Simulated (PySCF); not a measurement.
## Peak assignment

Molfile (atoms numbered from 1):
```
C5H11ClO3Si
     RDKit          3D

 21 20  0  0  0  0  0  0  0  0999 V2000
   -2.1202    1.4848    0.0078 C   0  0  0  0  0  0  0  0  0  0  0  0
   -0.9742    0.7346    0.3168 O   0  0  0  0  0  0  0  0  0  0  0  0
   -1.1865   -0.6660    0.4773 C   0  0  1  0  0  0  0  0  0  0  0  0
   -1.4238   -1.3934   -0.8453 C   0  0  0  0  0  0  0  0  0  0  0  0
    0.4133   -1.1977    1.3955 Si  0  0  2  0  0  4  0  0  0  0  0  0
    0.2948   -0.7496    3.3364 Cl  0  0  0  0  0  0  0  0  0  0  0  0
    1.6581   -0.2244    0.9315 O   0  0  0  0  0  0  0  0  0  0  0  0
    2.0756    0.0124   -0.3184 C   0  0  0  0  0  0  0  0  0  0  0  0
    2.9675    1.2152   -0.3863 C   0  0  0  0  0  0  0  0  0  0  0  0
    1.7588   -0.6796   -1.2430 O   0  0  0  0  0  0  0  0  0  0  0  0
   -2.9233    1.2917    0.7296 H   0  0  0  0  0  0  0  0  0  0  0  0
   -1.8272    2.5320    0.0650 H   0  0  0  0  0  0  0  0  0  0  0  0
   -2.4880    1.2700   -1.0009 H   0  0  0  0  0  0  0  0  0  0  0  0
   -2.0697   -0.8156    1.1208 H   0  0  0  0  0  0  0  0  0  0  0  0
   -2.3411   -1.0521   -1.3215 H   0  0  0  0  0  0  0  0  0  0  0  0
   -0.5890   -1.2198   -1.5189 H   0  0  0  0  0  0  0  0  0  0  0  0
   -1.5096   -2.4604   -0.6594 H   0  0  0  0  0  0  0  0  0  0  0  0
    0.7514   -2.6002    1.1934 H   0  0  0  0  0  0  0  0  0  0  0  0
    3.3636    1.3327   -1.3904 H   0  0  0  0  0  0  0  0  0  0  0  0
    3.7770    1.1111    0.3322 H   0  0  0  0  0  0  0  0  0  0  0  0
    2.3837    2.0914   -0.1109 H   0  0  0  0  0  0  0  0  0  0  0  0
  1  2  1  0
  2  3  1  0
  3  4  1  0
  3  5  1  0
  5  6  1  0
  5  7  1  0
  7  8  1  0
  8  9  1  0
  8 10  2  0
  1 11  1  0
  1 12  1  0
  1 13  1  0
  3 14  1  1
  4 15  1  0
  4 16  1  0
  4 17  1  0
  5 18  1  1
  9 19  1  0
  9 20  1  0
  9 21  1  0
M  END
```

Theoretical values (PySCF 2.14.0 with density-fitted response routines): structure optimised with GFN2-xTB, GIAO PBE0/pcSseg-1 shieldings. Non-relativistic Hamiltonian, one conformer, fast rotation and ring inversion assumed for equivalent nuclei, no solvent model.

δ = σ(ref) − σ, references computed at the same level: 13C (186.93 ppm), 1H (31.72 ppm) against TMS.

Problem. Assign these signals to the numbered atoms. 13C{1H} NMR (computed): δ 176.0 (C), 77.4 (CH), 59.8 (CH3), 24.6 (CH3), 14.7 (CH3).

Solution. 
| δ (ppm) | atoms | environment | reason |
| --- | --- | --- | --- |
| 176.0 | C8 | carbonyl carbon | – |
| 77.4 | C3 | sp3 CH bonded to O and Si | pulled downfield by the heteroatom |
| 59.8 | C1 | methyl carbon bonded to O | the inductive effect lowers its shielding |
| 24.6 | C9 | methyl carbon α to a carbonyl | α to the electron-withdrawing carbonyl group |
| 14.7 | C4 | methyl carbon | a saturated carbon with 1 carbon neighbour and no heteroatom attached |

Problem. Assign these signals to the numbered atoms. 1H NMR (400 MHz, computed): δ 5.49 (d, 1H), 3.54 (s, 3H), 3.10 (m, 1H), 2.17 (s, 3H), 1.51 (d, 3H).

Solution. 
| δ (ppm) | atoms | environment | reason |
| --- | --- | --- | --- |
| 5.49 | H18 | hydrogen on a silicon bonded to C, Cl, O | – |
| 3.54 | H11/H12/H13 | hydrogen on a methyl carbon bonded to O | its carbon carries O, hence the downfield position |
| 3.10 | H14 | hydrogen on an sp3 CH bonded to O and Si | its carbon carries O, an electronegative neighbour |
| 2.17 | H19/H20/H21 | hydrogen on a methyl carbon α to a carbonyl | α to C=O |
| 1.51 | H15/H16/H17 | hydrogen on a methyl carbon | – |

Shifts are as computed. Against solution values, carbons near 30 ppm lie about +3 ppm off and those near 130 ppm about +5 ppm. Of 1211 compounds with measured shifts, 218 miss one by over three times the rms of a fit or turn the order of signals round; such compounds aren't used in these exercises. No couplings were computed; multiplicities are counted from neighbouring protons, with m where these are inequivalent, close in shift, in a saturated or five-membered ring or joined by F or P, and br s for small geminal =CH2 splittings.
